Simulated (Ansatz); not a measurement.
`[SiH3][O][ZnH]` + CH₃OH → `O[CH2][ZnH]` + `O[SiH3]`  (formal exchange of groups at a Zn–O bond)

Gas-phase electronic energies from Ansatz, PBE0-D4/def2-TZVP geometries. CCSD(T)/CBS is the MP2 limit (def2-TZVPP, def2-QZVPP) plus CCSD(T) − MP2 in def2-TZVPP, frozen cores. This one scheme is used for every species. Functionals use def2-TZVPP. B3LYP here is the variant with VWN-RPA as its local correlation; programs differ in this. For Zn outer-core shells are correlated without core-valence functions, which leaves a few kJ/mol of doubt a bond. Scalar relativity is left out up to krypton. Each species was taken in one conformer, which may not be the lowest.

```csv
level,ΔE (kJ/mol),difference from CCSD(T)/CBS
PBE-D4,103.7,-19.2
BLYP-D4,111.2,-11.7
B97M-V,121.4,-1.5
CAM-B3LYP-D4,123.0,0.1
ωB97M-V,115.6,-7.3
B3LYP,117.2,-5.7
BHLYP,128.1,5.2
CAM-B3LYP,122.3,-0.6
CCSD(T)/def2-TZVPP,123.2,0.3
MP2/CBS(def2),124.2,1.3
CCSD(T)/CBS,122.9,0
```

What do rigid-rotor, harmonic-oscillator terms from PBE0-D4/def2-TZVP frequencies (298.15 K, 1 bar) make of the CCSD(T)/CBS value? (Estimate.)

Ansatz gave: ΔZPE = -3.7 kJ/mol, ΔH = +118.6 kJ/mol, ΔS = -16 J/(mol·K), ΔG = +123.5 kJ/mol. Modes under 50 cm⁻¹ make the entropy rough.

Largest T1 diagnostic among the species: 0.016.

From BLYP to BHLYP (50 % exact exchange), in def2-TZVPP and without D4, ΔE moves by +17.5 kJ/mol. At CCSD(T), def2-SVP lies +17.1 kJ/mol from the extrapolated value and def2-TZVPP +0.3 kJ/mol.
